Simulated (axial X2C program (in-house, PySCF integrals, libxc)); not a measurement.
**Worked dissociation energy of SrCl⁻: BHandHLYP, two-component**

Computed with an axial X2C code built on PySCF integrals. Two-component (2c) means X2C with spin–orbit coupling and atomic mean-field two-electron Coulomb and Gaunt terms. Basis: Sr dyall-acv3z [14s13p9d6f1g], Cl dyall-av3z [9s8p3d2f] (cores contracted in-house); Gaussian nuclei, density fitting, unrestricted open shells. Masses: Sr 87.906 u, Cl 34.969 u.

Molecular state: Ω = 0 (closed shell).

```
E(Sr) (2M_J = 0)  : -3178.107839 hartree
E(Cl-) (2M_J = 0) : -461.641114 hartree
E(SrCl⁻) at Re    : -3639.812532 hartree
ωe                : 235.0 cm⁻¹
ωexe              : 1.2 cm⁻¹
```

Work out De and D0.

De = -3178.107839 + (-461.641114) − (-3639.812532) = 0.06358 hartree = 1.730 eV. The zero-point energy is ωe/2 − ωexe/4 = 117 cm⁻¹ = 0.015 eV, so D0 = 1.716 eV.

One determinant describes the state; a PBE0 search over occupations chose it and may have missed a lower one. De is counted from the lowest determinant-based energies of the atoms at the same level, without counterpoise correction.

Each atomic determinant is the lowest at this level and need not be a pure J level. Totals compare only within one Hamiltonian and basis.
